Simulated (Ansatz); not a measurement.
Isolated molecules relaxed with PBE0-D4/def2-TZVP in Ansatz; ΔE leaves out vibrations. CCSD(T)/CBS adds triple-zeta CCSD(T) − MP2 to the extrapolated MP2 energy (def2 sets, frozen cores). Functionals use def2-TZVPP. B3LYP here is the variant with VWN-RPA as its local correlation; programs differ in this. For Ge outer-core shells are correlated without core-valence functions, which leaves a few kJ/mol of doubt a bond. Scalar relativity is left out up to krypton. Each species was taken in one conformer, which may not be the lowest.

`CC[O][GeH]([O]C)[O]C` + `CCC(C)C(=O)O` → `CCOC(=O)C(C)CC` + `C[O][GeH]([OH])[O]C`  (substitution at a C–O bond)

| level | ΔE (kcal/mol) |
| --- | --- |
| B3LYP-D4 | -3.3 |
| ωB97X-V | -3.6 |
| B3LYP | -3.2 |
| HF/def2-TZVPP | -3.0 |
| MP2/def2-TZVPP | -3.9 |
| CCSD(T)/def2-TZVPP | -3.6 |
| HF/CBS(def2) | -3.0 |
| CCSD/CBS(def2) | -3.6 |

(1) What does CCSD(T)/CBS give? (An estimate is asked.)

Largest T1 diagnostic among the species: 0.013.

Results:

(1) The calculation gave: -3.8 kcal/mol. The listed levels differ from it by 0.5, 0.2, 0.6, 0.8, -0.1, 0.2, 0.8, 0.2 kcal/mol.
